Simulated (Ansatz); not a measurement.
C₂H₆S₂Si, SMILES `CS[Si]SC`. The species carries charge 0 and has multiplicity 1.

```xyz
11

C     0.5337   -1.5392   -0.0813
S     2.0574   -0.5891    0.1834
Si    2.0041    1.3635   -0.6817
S    -0.0376    1.9633   -0.8704
C    -1.1492    1.1204    0.2907
H     0.8433   -2.5656   -0.2774
H    -0.0077   -1.1566   -0.9440
H    -0.1014   -1.5205    0.8025
H    -1.8669    1.8692    0.6255
H    -1.6834    0.3060   -0.1953
H    -0.5923    0.7485    1.1481
```

Question: List the harmonic frequencies (cm⁻¹, unscaled) at PBE0-D4/def2-TZVP in Ansatz. (Estimate.)

Answer: Ansatz gave: 63, 121, 151, 163, 194, 232, 301, 460, 504, 721, 722, 951, 961, 965, 965, 1333, 1338, 1456, 1459, 1475, 1482, 3070, 3074, 3160, 3164, 3174, 3180.

Question: Is this a minimum?

Answer: Yes, all 27 modes are real.

Question: Give the ideal-gas thermochemistry at 298.15 K and 1 bar (rigid rotor, harmonic oscillator; point group C2, symmetry number 2).

Answer: Zero-point energy 208.4 kJ/mol; H(298) − E = 231.9 kJ/mol; entropy 366.6 J/(mol·K), of which translation 168.8, rotation 111.6, vibration 86.2; G(298) − E = 122.6 kJ/mol. Modes under 100 cm⁻¹ are hindered rotations or soft bends, so the harmonic entropy is rough.

Question: Rotational constants (cm⁻¹)?

Answer: 0.1156, 0.06139, 0.04298.
